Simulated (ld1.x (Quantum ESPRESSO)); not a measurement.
# Before and after: TM potential for Mo

| Property | Result |
| --- | --- |
| Element | Mo |
| Generator | ld1.x (Quantum ESPRESSO) 7.5 |
| Type | norm-conserving Troullier–Martins (Kleinman–Bylander form) |
| Functional | LDA (PZ) |
| Relativity | scalar-relativistic |
| Frozen core | [Ar] 3d10 4s2 |
| Valence charge | 12 |
| Reference configuration | 4p6 4d5 5s1 5p0 |
| Partial waves | 5s (bound): rc 2.50 bohr; 4d (bound): rc 1.60 bohr; 4p (bound): rc 1.25 bohr |
| Local potential | the p channel |
| Core correction | none |

Change: wave 4p (bound): rc 1.25 bohr becomes 4p (bound): rc 0.88 bohr.

Cutoffs: the cutoffs (Ry, on a coarse ladder) from which the occupation-weighted sum of valence levels, in a spherical-Bessel basis at the reference potential, stays within 10 and 1 mRy of its value at 400 Ry; they do not see the model core or the augmentation charge, which bear on the density cutoff. Errors are all-electron minus pseudo energies relative to the spin-unpolarised reference configuration.

Question: Predict the effect on cutoff, ghosts and configuration errors.

Answer: Both files keep a bound ghost (s); the number of tests that count goes from 9 to 8; of the 8 tests that both files solve, the error grows in 0 and shrinks in 2 by more than 15 % and 0.3 meV (median size 23.6 → 11.8 meV); the range in which the s phases agree narrows (upper end 4.4 → 0.0); the range in which the p phases agree narrows (upper end at the end of the scan → 0.4).

| quantity | base | changed |
| --- | --- | --- |
| cutoff, loose | 90 Ry | 230 Ry |
| cutoff, tight | 140 Ry | over 300 Ry |
| loose cutoff by channel (10 mRy a level) | s 6 Ry, d 35 Ry, p 50 Ry | s 6 Ry, d 35 Ry, p 160 Ry |
| bound ghosts | s | s |
| tests counted (converged, no solver errors) | 9 of 9 | 8 of 9 |
| error for 4p6 4d5 5s0 5p0, meV [ΔE 7.19 eV] | -9.2 | -9.2 |
| error for 4p6 4d4 5s0 5p0, meV [ΔE 22.89 eV] | +14 | +14 |
| error for 4p6 4d3 5s0 5p0, meV [ΔE 49.85 eV] | +55 | +58 |
| error for 4p6 4d5.5 5s0.5 5p0, meV [ΔE 0.31 eV] | -5.3 | -4.2 |
| error for 4p6 4d5 5s0.5 5p0, meV [ΔE 2.86 eV] | -2.3 | -2.0 |
| error for 4p6 4d4 5s2 5p0, meV [ΔE 0.14 eV] | -33 | -3.3 |
| error for 4p6 4d5 5s1 5p0 (spin-polarised), meV [ΔE -3.92 eV] | +429 | +441 |
| error for 4p6 4d5 5s0 5p0 (spin-polarised), meV [ΔE 3.80 eV] | +418 | +430 |
| s: phases at 2.70 bohr within 0.05 rad from the reference energy up to (Ry; the scan ends near 5) | 4.4 | 0.0 |
| p: phases at 2.70 bohr within 0.05 rad from the reference energy up to (Ry; the scan ends near 5) | to the end of the scan | 0.4 |
| d: phases at 2.70 bohr within 0.05 rad from the reference energy up to (Ry; the scan ends near 5) | 2.3 | 2.2 |

Base: These tests converged, but a pseudo level misses the all-electron one widely, so the file describes the atom poorly there or has found another state: 4p6 4d3 5s0 5p0: empty 5s by 2.8 eV (a node warning on the way). Changed file: Tests not counted: 4p6 4d4 5s1 5p0 (solver errors, printed error -3.3 eV). A true bound ghost makes a file unfit for plane-wave use even where its test errors are small: the radial tests pick states by their node count and pass the ghost by. Where a test does run into it, the solver fails or the error is huge.
